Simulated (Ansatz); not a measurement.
Cost and result for the atomization energy of C3H7FSi (`C[C@@H]1C[Si@@H]1F`) (12 atoms, 12 bonds).

Cartesian coordinates in Å:
```
C -1.3108 0.5905 -0.5825
C 0.0934 0.5909 -0.0306
C 1.0560 -0.5589 -0.5177
Si 0.6878 -0.5516 1.2660
F -0.3077 -1.6576 1.8472
H -1.9462 1.2987 -0.0458
H -1.7759 -0.3950 -0.4940
H -1.3190 0.8643 -1.6427
H 0.5677 1.5709 -0.0546
H 2.0208 -0.2587 -0.9147
H 0.5682 -1.3070 -1.1385
H 1.6655 -0.1866 2.3079
```

Total charge 0; spin multiplicity 1. The geometry is a stationary point of PBE0-D4/def2-TZVP. Program: Ansatz. All runs use 4 threads of an Arm Neoverse V1 on a shared host. Times are those of one run each, without the atoms' runs, and a repeat can differ threefold. Electronic energies, without spin–orbit coupling; frozen cores. CCSD(T)/CBS adds CCSD(T) − MP2 in def2-TZVPP to the MP2 limit, and its time is that of the two runs behind it. T1 = 0.011. B3LYP takes the VWN-RPA correlation (the form of Gaussian; ORCA's B3LYP/G).

CCSD(T)/CBS is a level of theory with its own doubt, some kJ/mol a heavy atom from the limit and from the frozen cores, so smaller differences don't rank the functionals.

```json
{"level": "revPBE-D4/def2-TZVPP", "functions": "264", "wall time": "2 s", "atomization (kcal/mol)": "1108.9", "difference from CCSD(T)/CBS": "-7.2", "per bond": "-0.6"}
{"level": "PBE0-D4/def2-TZVPP", "functions": "264", "wall time": "2.8 s", "atomization (kcal/mol)": "1119.5", "difference from CCSD(T)/CBS": "3.4", "per bond": "0.3"}
{"level": "BHLYP-D4/def2-TZVPP", "functions": "264", "wall time": "3.1 s", "atomization (kcal/mol)": "1087.1", "difference from CCSD(T)/CBS": "-29.0", "per bond": "-2.4"}
{"level": "B3LYP-D4/def2-TZVPP (with forces)", "functions": "264", "wall time": "4.6 s", "atomization (kcal/mol)": "1113.4", "difference from CCSD(T)/CBS": "-2.7", "per bond": "-0.2"}
{"level": "r2SCAN-D4/def2-TZVPP (with forces)", "functions": "264", "wall time": "4.8 s", "atomization (kcal/mol)": "1119.6", "difference from CCSD(T)/CBS": "3.5", "per bond": "0.3"}
{"level": "CCSD(T)/def2-SVP", "functions": "109", "wall time": "4.8 s", "atomization (kcal/mol)": "1057.8", "difference from CCSD(T)/CBS": "-58.3", "per bond": "-4.9"}
{"level": "r2SCANh-D4/def2-TZVPP", "functions": "264", "wall time": "5 s", "atomization (kcal/mol)": "1114.2", "difference from CCSD(T)/CBS": "-1.9", "per bond": "-0.2"}
{"level": "B2PLYP/def2-TZVPP", "functions": "264", "wall time": "5.5 s", "atomization (kcal/mol)": "1104.0", "difference from CCSD(T)/CBS": "-12.1", "per bond": "-1.0"}
{"level": "PBE-QIDH/def2-TZVPP", "functions": "264", "wall time": "5.5 s", "atomization (kcal/mol)": "1113.3", "difference from CCSD(T)/CBS": "-2.8", "per bond": "-0.2"}
{"level": "ωB97X-V/def2-TZVPP", "functions": "264", "wall time": "8 s", "atomization (kcal/mol)": "1119.0", "difference from CCSD(T)/CBS": "2.9", "per bond": "0.2"}
{"level": "MP2/def2-QZVPP", "functions": "508", "wall time": "24 s", "atomization (kcal/mol)": "1122.8", "difference from CCSD(T)/CBS": "6.7", "per bond": "0.6"}
{"level": "CCSD(T)/def2-TZVPP", "functions": "264", "wall time": "2.8 min", "atomization (kcal/mol)": "1089.3", "difference from CCSD(T)/CBS": "-26.8", "per bond": "-2.2"}
{"level": "CCSD(T)/CBS(def2)", "functions": "–", "wall time": "3.2 min", "atomization (kcal/mol)": "1116.1", "difference from CCSD(T)/CBS": "0.0", "per bond": "0.0"}
```

From r2SCAN to r2SCAN0 (25 % exact exchange), in def2-TZVPP and without D4, the atomization energy moves by −13.3 kcal/mol: exact exchange takes away binding that semilocal exchange gives to molecules. In def2-TZVPP, CCSD(T) changes the Hartree–Fock value by +253.6 kcal/mol (the triples alone add +14.4 kcal/mol) and MP2 by +271.2 kcal/mol; breaking electron pairs costs correlation energy, which Hartree–Fock lacks. The D4 term adds +8.9 kcal/mol with B3LYP and +4.6 kcal/mol with PBE0; it sums over pairs of atoms, weighted by their polarisabilities, and B3LYP, whose exchange is more repulsive, gets the larger term.
